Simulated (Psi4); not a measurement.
Input file for Psi4: SAPT0/jun-cc-pV(D+d)Z on ClH3O (a complex).

```
memory 2025 MB

molecule dimer {
0 1
O     0.21157495    0.56181731    0.17730787
H     0.72367650   -0.15697846   -0.20989852
H    -0.66149254    0.51654990   -0.22834170
--
0 1
Cl    0.08214544    0.38190214    3.31640993
H     0.15798443    0.50222948    2.01990721
units angstrom
symmetry c1
no_reorient
no_com
}

set {
  basis jun-cc-pV(D+d)Z
  scf_type df
  freeze_core true
}

energy('sapt0')
```

The log:

```
[...]
==> Input File <==

--------------------------------------------------------------------------
memory 2025 MB

molecule dimer {
0 1
O     0.21157495    0.56181731    0.17730787
H     0.72367650   -0.15697846   -0.20989852
H    -0.66149254    0.51654990   -0.22834170
--
0 1
Cl    0.08214544    0.38190214    3.31640993
H     0.15798443    0.50222948    2.01990721
units angstrom
symmetry c1
no_reorient
no_com
}

set {
  basis jun-cc-pV(D+d)Z
  scf_type df
  freeze_core true
}

energy('sapt0')
--------------------------------------------------------------------------


   => Loading Basis Set <=

    Name: JUN-CC-PV(D+D)Z
    Role: ORBITAL
    Keyword: BASIS
    atoms 1      entry O          line   256 file jun-cc-pv_dpd_z.gbs
    atoms 2-3, 5 entry H          line    60 file jun-cc-pv_dpd_z.gbs
    atoms 4      entry CL         line   764 file jun-cc-pv_dpd_z.gbs

   => Loading Basis Set <=

    Name: JUN-CC-PV(D+D)Z
    Role: ORBITAL
    Keyword: BASIS
    atoms 1      entry O          line   256 file jun-cc-pv_dpd_z.gbs
    atoms 2-3, 5 entry H          line    60 file jun-cc-pv_dpd_z.gbs
    atoms 4      entry CL         line   764 file jun-cc-pv_dpd_z.gbs


  //>>>>>>>>>>>>>>>>>>>>>>>>>>>>>>>>>>>//
  //              Dimer HF             //
  //<<<<<<<<<<<<<<<<<<<<<<<<<<<<<<<<<<<//

   => Libint2 <=

    Primary   basis highest AM E, G, H:  7, 6, 3
    Auxiliary basis highest AM E, G, H:  7, 7, 4
    Onebody   basis highest AM E, G, H:  -, -, -
    Solid Harmonics ordering:            Gaussian


   => Loading Basis Set <=

    Name: JUN-CC-PV(D+D)Z
    Role: ORBITAL
    Keyword: BASIS
    atoms 1      entry O          line   256 file jun-cc-pv_dpd_z.gbs
    atoms 2-3, 5 entry H          line    60 file jun-cc-pv_dpd_z.gbs
    atoms 4      entry CL         line   764 file jun-cc-pv_dpd_z.gbs


         ---------------------------------------------------------
                                   SCF
               by Justin Turney, Rob Parrish, Andy Simmonett
                          and Daniel G. A. Smith
                              RHF Reference
                        1 Threads,   1931 MiB Core
         ---------------------------------------------------------

  ==> Geometry <==

    Molecular point group: c1
    Full point group: C1

    Geometry (in Angstrom), charge = 0, multiplicity = 1:

       Center              X                  Y                   Z               Mass
    ------------   -----------------  -----------------  -----------------  -----------------
         O            0.211574950000     0.561817310000     0.177307870000    15.994914619570
         H            0.723676500000    -0.156978460000    -0.209898520000     1.007825032230
         H           -0.661492540000     0.516549900000    -0.228341700000     1.007825032230
         CL           0.082145440000     0.381902140000     3.316409930000    34.968852682000
         H            0.157984430000     0.502229480000     2.019907210000     1.007825032230

  Running in c1 symmetry.

  Rotational constants: A =      2.53551  B =      0.04252  C =      0.04206 [cm^-1]
  Rotational constants: A =  76012.79020  B =   1274.60091  C =   1261.00271 [MHz]
  Nuclear repulsion =   46.597096424585523

  Charge       = 0
  Multiplicity = 1
  Electrons    = 28
  Nalpha       = 14
  Nbeta        = 14

  ==> Algorithm <==

  SCF Algorithm Type is DF.
  DIIS enabled.
  MOM disabled.
  Fractional occupation disabled.
  Guess Type is SAD.
  Energy threshold   = 1.00e-08
  Density threshold  = 1.00e-08
  Integral threshold = 1.00e-12

  ==> Primary Basis <==

  Basis Set: JUN-CC-PV(D+D)Z
    Blend: JUN-CC-PV(D+D)Z
    Number of shells: 28
    Number of basis functions: 60
    Number of Cartesian functions: 63
    Spherical Harmonics?: true
    Max angular momentum: 2

   => Loading Basis Set <=

    Name: (JUN-CC-PV(D+D)Z AUX)
    Role: JKFIT
    Keyword: DF_BASIS_SCF
    atoms 1      entry O          line   258 file jun-cc-pvdz-jkfit.gbs
    atoms 2-3, 5 entry H          line    70 file jun-cc-pvdz-jkfit.gbs
    atoms 4      entry CL         line   746 file jun-cc-pvdz-jkfit.gbs

  ==> Integral Setup <==

  DFHelper Memory: AOs need 0.008 GiB; user supplied 1.414 GiB.
  SCF_SUBTYPE=INCORE selected. In-core MEM_DF algorithm will be used.
  Using in-core AOs.

  ==> MemDFJK: Density-Fitted J/K Matrices <==

    J tasked:                   Yes
    K tasked:                   Yes
    wK tasked:                   No
    OpenMP threads:               1
    Algorithm:                 Core
    Schwarz Cutoff:           1E-12
    Mask sparsity (%):       1.5556
    Fitting Condition:        1E-10

   => Auxiliary Basis Set <=

  Basis Set: (JUN-CC-PV(D+D)Z AUX)
    Blend: JUN-CC-PVDZ-JKFIT
    Number of shells: 93
    Number of basis functions: 269
    Number of Cartesian functions: 306
    Spherical Harmonics?: true
    Max angular momentum: 3

  Minimum eigenvalue in the overlap matrix is 7.0373118133E-03.
  Reciprocal condition number of the ove
[...]
A      6.954167    60A     33.486824

    Final Occupation by Irrep:
              A
    DOCC [     9 ]
    NA   [     9 ]
    NB   [     9 ]

  @DF-RHF Final Energy:  -460.09340998090306

   => Energetics <=

    Nuclear Repulsion Energy =              6.8972951399542595
    One-Electron Energy =                -649.4965852924445926
    Two-Electron Energy =                 182.5058801715872505
    Total Energy =                       -460.0934099809030613

Computation Completed


Properties will be evaluated at   0.000000,   0.000000,   0.000000 [a0]

Properties computed using the SCF density matrix


 Multipole Moments:

 ------------------------------------------------------------------------------------
     Multipole            Electronic (a.u.)      Nuclear  (a.u.)        Total (a.u.)
 ------------------------------------------------------------------------------------

 L = 1.  Multiply by 2.5417464519 to convert [e a0] to [Debye]
 Dipole X            :         -2.9049693            2.9374978            0.0325286
 Dipole Y            :        -13.1659226           13.2178138            0.0518912
 Dipole Z            :       -110.9037538          110.3578817           -0.5458721
 Magnitude           :                                                    0.5492970

 ------------------------------------------------------------------------------------

  Constructing Basis Sets for SAPT...

   => Loading Basis Set <=

    Name: (JUN-CC-PV(D+D)Z AUX)
    Role: RIFIT
    Keyword: DF_BASIS_SAPT
    atoms 1      entry O          line   188 file jun-cc-pvdz-ri.gbs
    atoms 2-3, 5 entry H          line    30 file jun-cc-pvdz-ri.gbs
    atoms 4      entry CL         line   544 file jun-cc-pvdz-ri.gbs

   => Loading Basis Set <=

    Name: (JUN-CC-PV(D+D)Z AUX)
    Role: JKFIT
    Keyword: DF_BASIS_ELST
    atoms 1      entry O          line   258 file jun-cc-pvdz-jkfit.gbs
    atoms 2-3, 5 entry H          line    70 file jun-cc-pvdz-jkfit.gbs
    atoms 4      entry CL         line   746 file jun-cc-pvdz-jkfit.gbs


  //>>>>>>>>>>>>>>>>>>>>>>>>>>>>>>>>>>>//
  //               SAPT0               //
  //<<<<<<<<<<<<<<<<<<<<<<<<<<<<<<<<<<<//



        SAPT0
    Ed Hohenstein
     6 June 2009

      Orbital Information
  --------------------------
    NSO        =        60
    NMO        =        60
    NRI        =       192
    NRI (Elst) =       269
    NOCC A     =         5
    NOCC B     =         9
    FOCC A     =         1
    FOCC B     =         5
    NVIR A     =        55
    NVIR B     =        51

    Elst10,r            =    -0.018195107317 [Eh]
    Exch10              =     0.019537271527 [Eh]
    Exch10 (S^2)        =     0.019278223958 [Eh]

    Maxiter = 50
    CPHF R converge = 1.000000E-08

    Iter     Energy [mEh]          dE [mEh]         Residual      Time [s]
       1      -3.86564213       3.865642131     1.193340e-02             0
       2      -4.93697796       1.071335831     3.755651e-03             0
       3      -4.99004010       0.053062139     1.109807e-03             0
       4      -4.97019453      -0.019845570     2.441484e-04             0
       5      -4.96758326      -0.002611266     4.856787e-05             0
       6      -4.96873063       0.001147362     7.596289e-06             0
       7      -4.96859831      -0.000132318     1.408772e-06             0
       8      -4.96861170       0.000013393     2.281891e-07             0
       9      -4.96861055      -0.000001151     5.635121e-08             0
      10      -4.96861062       0.000000070     1.363078e-08             0
      11      -4.96861065       0.000000034     3.024481e-09             0

    CHF Iterations converged

    Maxiter = 50
    CPHF R converge = 1.000000E-08

    Iter     Energy [mEh]          dE [mEh]         Residual      Time [s]
       1      -2.86766673       2.867666734     7.947052e-03             0
       2      -3.19213376       0.324467022     2.562106e-03             0
       3      -3.26424769       0.072113931     3.331269e-04             0
       4      -3.25479436      -0.009453330     7.831544e-05             0
       5      -3.25543999       0.000645634     2.134999e-05             0
       6      -3.25570957       0.000269576     4.675326e-06             0
       7      -3.25563586      -0.000073706     1.265138e-06             0
       8      -3.25564862       0.000012759     1.692279e-07             0
       9      -3.25564815      -0.000000467     4.208924e-08             0
      10      -3.25564802      -0.000000132     6.955534e-09             0

    CHF Iterations converged

    Ind20,r (A<-B)      =    -0.004968610653 [Eh]
    Ind20,r (B<-A)      =    -0.003255648022 [Eh]
    Ind20,r             =    -0.008224258675 [Eh]
    Exch-Ind20,r (A<-B) =     0.002409181263 [Eh]
    Exch-Ind20,r (B<-A) =     0.002334230137 [Eh]
    Exch-Ind20,r        =     0.004743411401 [Eh]
    Disp20              =    -0.004126549728 [Eh]
    Disp20 (SS)         =    -0.002063274864 [Eh]
    Disp20 (OS)         =    -0.002063274864 [Eh]
    Exch-Disp20         =     0.000893083925 [Eh]
    Exch-Disp20 (SS)    =     0.000483008872 [Eh]
    Exch-Disp20 (OS)    =     0.000410075053 [Eh]

    SAPT Results
  --------------------------------------------------------------------------------------------------------
    Electrostatics                -18.19510732 [mEh]     -11.41760222 [kcal/mol]     -47.77124768 [kJ/mol]
      Elst10,r                    -18.19510732 [mEh]     -11.41760222 [kcal/mol]     -47.77124768 [kJ/mol]

    Exchange                       19.53727153 [mEh]      12.25982297 [kcal/mol]      51.29509933 [kJ/mol]
      Exch10                       19.53727153 [mEh]      12.25982297 [kcal/mol]      51.29509933 [kJ/mol]
      Exch10(S^2)                  19.27822396 [mEh]      12.09726817 [kcal/mol]      50.61497003 [kJ/mol]

    Induction                      -7.11641018 [mEh]      -4.46561481 [kcal/mol]     -18.68413236 [kJ/mol]
      Ind20,r                      -8.22425868 [mEh]      -5.16080023 [kcal/mol]     -21.59278818 [kJ/mol]
      Exch-Ind20,r                  4.74341140 [mEh]       2.97653559 [kcal/mol]      12.45382492 [kJ/mol]
      delta HF,r (2)               -3.63556291 [mEh]      -2.28135017 [kcal/mol]      -9.54516910 [kJ/mol]

    Dispersion                     -3.23346580 [mEh]      -2.02903042 [kcal/mol]      -8.48946330 [kJ/mol]
      Disp20                       -4.12654973 [mEh]      -2.58944905 [kcal/mol]     -10.83425482 [kJ/mol]
      Exch-Disp20                   0.89308393 [mEh]       0.56041862 [kcal/mol]       2.34479152 [kJ/mol]
      Disp20 (SS)                  -2.06327486 [mEh]      -1.29472452 [kcal/mol]      -5.41712741 [kJ/mol]
      Disp20 (OS)                  -2.06327486 [mEh]      -1.29472452 [kcal/mol]      -5.41712741 [kJ/mol]
      Exch-Disp20 (SS)              0.48300887 [mEh]       0.30309264 [kcal/mol]       1.26813962 [kJ/mol]
      Exch-Disp20 (OS)              0.41007505 [mEh]       0.25732598 [kcal/mol]       1.07665190 [kJ/mol]

  Total HF                         -5.77424597 [mEh]      -3.62339405 [kcal/mol]     -15.16028071 [kJ/mol]
  Total SAPT0                      -9.00771177 [mEh]      -5.65242448 [kcal/mol]     -23.64974400 [kJ/mol]

  Special recipe for scaled SAPT0 (see Manual):
    Electrostatics sSAPT0         -18.19510732 [mEh]     -11.41760222 [kcal/mol]     -47.77124768 [kJ/mol]
    Exchange sSAPT0                19.53727153 [mEh]      12.25982297 [kcal/mol]      51.29509933 [kJ/mol]
    Induction sSAPT0               -6.92261310 [mEh]      -4.34400530 [kcal/mol]     -18.17531819 [kJ/mol]
    Dispersion sSAPT0              -3.19697792 [mEh]      -2.00613393 [kcal/mol]      -8.39366436 [kJ/mol]
  Total sSAPT0                     -8.77742681 [mEh]      -5.50791848 [kcal/mol]     -23.04513091 [kJ/mol]
  --------------------------------------------------------------------------------------------------------



*** Psi4 exiting successfully. Buy a developer a beer!
```

The run finished.

Cost: very roughly 5 core-seconds.
